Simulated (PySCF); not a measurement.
A run for PySCF: R-HF/3-21G on ClGeHO (SMILES [OH][Ge][Cl]), a point of a torsion scan.

```python
from pyscf import gto, scf, dft, mp
from pyscf.data.elements import chemcore

mol = gto.M(
    atom='''
    O    -1.02983514    0.14013127    0.21239920
    Ge    0.45766182    1.00379820   -0.12162973
    Cl    1.24624357   -0.20857721   -1.76090605
    H    -1.40617159   -0.63916240   -0.19402594
    ''',
    basis='3-21g',
    charge=0, spin=0, verbose=3, max_memory=1800)
mf = scf.RHF(mol)
mf.conv_tol = 1e-8
mf.max_cycle = 100
mf.kernel()
if not mf.converged:
    mf = mf.newton().run(mf.mo_coeff, mf.mo_occ)
```

Output:

```
converged SCF energy = -2597.75199156173
```

Self-consistency was reached.

Cost: very roughly 0.4 core-seconds.
